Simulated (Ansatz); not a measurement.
`CNBF` and `CNBBr` differ in one element.

Ansatz, PBE0-D4/def2-TZVP geometries, multiplicity 1. Each molecule was computed in one conformer, which needn't be the lowest.

Scalar relativity is left out up to krypton.

| property | `CNBF` |
| --- | --- |
| size of the dipole moment (ωB97M-V/def2-TZVPP) / D | 2.46 |
| ideal-gas entropy at 298 K and 1 bar (rigid rotor, harmonic PBE0-D4/def2-TZVP) / J/(mol·K) | 291 |
| HOMO energy (ωB97M-V/def2-TZVPP) / eV | -10.13 |
| HOMO–LUMO gap (PBE0/def2-TZVPP) / eV | 8.67 |
| HOMO energy (PBE/def2-TZVPP) / eV | -6.41 |
| LUMO energy (PBE0/def2-TZVPP) / eV | 0.89 |

(1) Give the same properties after the change, and the shifts. (Best estimate.)

Answers

(1) Ansatz gave: 
```csv
property,`CNBBr`,shift
size of the dipole moment (ωB97M-V/def2-TZVPP) / D,3.08,0.62
"ideal-gas entropy at 298 K and 1 bar (rigid rotor, harmonic PBE0-D4/def2-TZVP) / J/(mol·K)",314,23
HOMO energy (ωB97M-V/def2-TZVPP) / eV,-9.90,0.23
HOMO–LUMO gap (PBE0/def2-TZVPP) / eV,7.72,-0.95
HOMO energy (PBE/def2-TZVPP) / eV,-6.41,0.00
LUMO energy (PBE0/def2-TZVPP) / eV,0.05,-0.84
```

With PBE0 the HOMO rises by 0.11 eV and the LUMO falls by 0.84 eV, so the gap narrows by about 0.95 eV. PBE moves the HOMO by 0.00 eV and ωB97M-V by 0.23 eV. Dipoles are sizes alone; their direction can turn.

Spin–orbit coupling is left out; it splits and shifts lone-pair levels of the heavy atoms by tenths of an eV.
